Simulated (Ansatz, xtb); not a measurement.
## FH5OSiSn: which of two conformers lies lower

Structure I: `O[Si@H](F)[SnH3]`, a singlet. Structure II: `O[Si@@H](F)[SnH3]`, a singlet. Both are isolated molecules in the gas phase, relaxed with r2SCAN-D4/def2-SVP.

I (Å):

```xyz
9

F    -2.7736   -1.9711   -0.6122
O    -2.7970    0.0570   -2.3882
Si   -2.0661   -0.5637   -1.0377
Sn   -2.3161    0.9966    0.9896
H    -3.7008    0.3830   -2.3024
H    -0.6717   -0.8619   -1.4488
H    -1.4140    2.4387    0.7800
H    -1.8156    0.2546    2.4488
H    -3.9656    1.4424    1.1583
```

II (Å):

```tsv
atom	x (Å)	y (Å)	z (Å)
F	-0.1496	-3.1147	0.4736
O	2.0133	-2.4544	-0.9886
Si	0.4634	-2.0322	-0.5833
Sn	0.6479	0.2390	0.5765
H	-0.4422	-2.0925	-1.7702
H	2.1424	-3.2472	-1.5243
H	-0.8817	0.7676	1.1384
H	1.7074	0.1294	1.9157
H	1.2558	1.4221	-0.5028
```

Energies in hartree; the thermal terms are from r2SCAN-D4/def2-SVP harmonic frequencies (ideal gas, rigid rotor, one conformer each, 298.15 K, 1 atm) and include the zero-point energy:

|  | I | II |
| --- | --- | --- |
| E, CCSD(T)/def2-SVP | −679.977509 | −679.977780 |
| E, MP2/def2-SVP | −679.923566 | −679.923866 |
| E, MP2/def2-TZVPP | −680.636652 | −680.636838 |
| zero-point energy | 0.046279 | 0.046085 |
| H(298 K) − E | 0.054738 | 0.054571 |
| G(298 K) − E | 0.013103 | 0.012890 |

Q: Correct the CCSD(T) difference for the basis set by the MP2 change, then work out ΔE, ΔE₀, ΔH and ΔG for I → II in kcal/mol (1 Eh = 627.51 kcal/mol) and the equilibrium ratio [II]/[I].

A: 1. Differences II − I: CCSD(T) −0.000271, MP2 in the small set −0.000300, MP2 in the large set −0.000186 Eh.
2. ΔE = −0.000271 + (−0.000186 − (−0.000300)) = −0.000157 Eh = −0.10 kcal/mol.
3. ΔE₀ = ΔE + ΔZPE = −0.000157 + (−0.000194) Eh = −0.22 kcal/mol.
4. ΔH = ΔE + (−0.000167) Eh = −0.20 kcal/mol.
5. ΔG = ΔE + (−0.000213) Eh = −0.23 kcal/mol, so ΔS = (ΔH − ΔG)/T = +0.4 J/(mol K).
6. kT = 0.9442 mEh, so K = [II]/[I] = exp(−ΔG/kT) = exp(+0.39) ≈ 1.5.

The two are too close for this level to say which is favoured. An error of 1 kcal/mol in ΔG would change K by a factor of 5.4. Mirror images and further conformers aren't counted.

Other levels gave ΔE = +0.4 (r2SCAN-D4/def2-SVP); −0.6 (HF/def2-SVP); −0.2 (MP2/def2-SVP); −0.2 (CCSD(T)/def2-SVP) kcal/mol. The correlated steps freeze 11 core orbitals; the filled d shell of Sn is correlated, in a basis made for valence electrons. Atoms past krypton carry core potentials in the def2 sets, without spin–orbit terms. Programs: Ansatz 0.2.0.
